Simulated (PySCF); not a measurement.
Si(CCH)(F)2(Me) (C3H4F2Si), SMILES C#C[Si](C)(F)F. Atoms are numbered in the order given.

```xyz
10

C     -0.2113     2.7100     0.0000
C     -0.0766     1.5015     0.0000
Si     0.0541    -0.3143     0.0000
C     -1.5773    -1.1648     0.0000
F      0.9176    -0.7576     1.2902
F      0.9176    -0.7576    -1.2902
H     -0.3223     3.7805     0.0000
H     -2.1572    -0.8830    -0.8917
H     -1.4460    -2.2574     0.0000
H     -2.1572    -0.8830     0.8917
```
Charge 0, spin multiplicity 1.

Coordinates come from a PBE0-D3(BJ)/def2-SVP optimisation.

Two levels are set side by side: PBE/pcSseg-1 (PySCF) and HF/pcSseg-1 (PySCF). GIAO shifts against CFCl3 (¹⁹F), TMS (²⁹Si), TMS (¹H), TMS (¹³C) at the same level; non-relativistic, no solvent, atoms listed together averaged. Differences are taken from unrounded values.

```json
[
 {"quantity": "δ(¹³C) of C1 (ppm)", "PBE": "98.7"},
 {"quantity": "δ(¹³C) of C2 (ppm)", "PBE": "83.9"},
 {"quantity": "δ(²⁹Si) of Si3 (ppm)", "PBE": "-23.2"},
 {"quantity": "δ(¹³C) of C4 (ppm)", "PBE": "0.4"},
 {"quantity": "δ(¹⁹F) of F5, F6 (ppm)", "PBE": "-163.3"},
 {"quantity": "δ(¹H) of H7 (ppm)", "PBE": "2.41"}
]
```

**Question.** These are the PBE values. What does HF give? (The exact figures need the calculation; the answer reports its results.)

**Answer.** 
| quantity | HF | PBE minus HF |
|---|---|---|
| δ(¹³C) of C1 (ppm) | 109.1 | -10.4 |
| δ(¹³C) of C2 (ppm) | 83.9 | 0.0 |
| δ(²⁹Si) of Si3 (ppm) | -31.6 | 8.5 |
| δ(¹³C) of C4 (ppm) | -0.4 | 0.8 |
| δ(¹⁹F) of F5, F6 (ppm) | -116.9 | -46.5 |
| δ(¹H) of H7 (ppm) | 3.07 | -0.66 |

Rough cost on one machine, each run with all the roots and properties that it gave: HF against PBE within a factor of 2.
